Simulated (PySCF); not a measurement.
C₂H₃F₃, SMILES CC(F)(F)F.

Geometry optimised at B3LYP-D3(BJ)/def2-SVP.

Method: TDA-PBE/def2-SVPD (PySCF).

Vertical excitations; the highest root listed may be one member of a degenerate set. The molecule is in vacuum. State labels are in the subgroup Cs.

| state | symmetry | energy (eV) | λ (nm) | f | main pairs |
|---|---|---|---|---|---|
| S1 | A' | 9.35 | 133 | 0.057 | HOMO→LUMO 100 % |
| S2 | A" | 9.63 | 129 | 0.000 | HOMO−1→LUMO 100 % |
| S3 | A' | 9.81 | 126 | 0.005 | HOMO−2→LUMO (degenerate set) |
| S4 | A" | 9.81 | 126 | 0.005 | HOMO−3→LUMO (degenerate set) |
| S5 | A' | 10.61 | 117 | 0.000 | HOMO→LUMO+1 98 % |
| S6 | A" | 10.87 | 114 | 0.000 | HOMO−1→LUMO+1 100 % |
| S7 | A' | 10.93 | 113 | 0.000 | HOMO→LUMO+2, HOMO−4→LUMO (degenerate set) |
| S8 | A" | 10.93 | 113 | 0.000 | HOMO→LUMO+3, HOMO−5→LUMO (degenerate set) |
| S9 | A' | 10.98 | 113 | 0.047 | HOMO−4→LUMO, HOMO−2→LUMO+1, HOMO→LUMO+2 (degenerate set) |
| S10 | A" | 10.98 | 113 | 0.047 | HOMO−5→LUMO, HOMO−3→LUMO+1, HOMO→LUMO+3 (degenerate set) |
| T1 | A' | 9.18 | 135 | 0 | HOMO→LUMO 100 % |
| T2 | A" | 9.59 | 129 | 0 | HOMO−1→LUMO 100 % |
| T3 | A' | 9.65 | 128 | 0 | HOMO−2→LUMO (degenerate set) |
| T4 | A" | 9.65 | 128 | 0 | HOMO−3→LUMO (degenerate set) |
Triplets are in the Tamm–Dancoff approximation.
